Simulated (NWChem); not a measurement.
Species: sulfuric acid (H$_{2}$SO$_{4}$); SMILES O=S(=O)(O)O

```xyz
7

O      0.8222    -0.9346     0.8542
S      0.0000     0.0000    -0.1635
O     -0.9833    -0.8088    -0.8298
O      0.9833     0.8088    -0.8298
O     -0.8222     0.9346     0.8542
H      0.2538    -1.6773     1.1126
H     -0.2538     1.6773     1.1126
```
Atoms are numbered in this order, from 1.

Program: NWChem. Pople sets run with spherical d functions. All runs use the structure optimised with PBE0/def2-SVP.

**Question.** Taking B3LYP/def2-TZVPD as the yardstick, which of these has the fewest basis functions while keeping “dipole (D)” within 0.1 D of it: B3LYP/3-21G; B3LYP/STO-3G; B3LYP/6-311++G**; B3LYP/6-31+G*; B3LYP/6-31G*; B3LYP/6-311G**?

**Answer.** B3LYP/3-21G (a larger set in the list lies outside the tolerance).
```csv
level,basis functions,dipole (D),relative time (rough)
B3LYP/STO-3G,31,2.00,1
B3LYP/3-21G,53,3.09,1
B3LYP/6-31G*,78,3.12,4
B3LYP/6-31+G*,98,3.10,7
B3LYP/6-311G**,110,3.17,5
B3LYP/6-311++G**,132,3.07,10
B3LYP/def2-TZVPD,224,3.05,30
```

The yardstick is one finite set, not the basis-set limit.
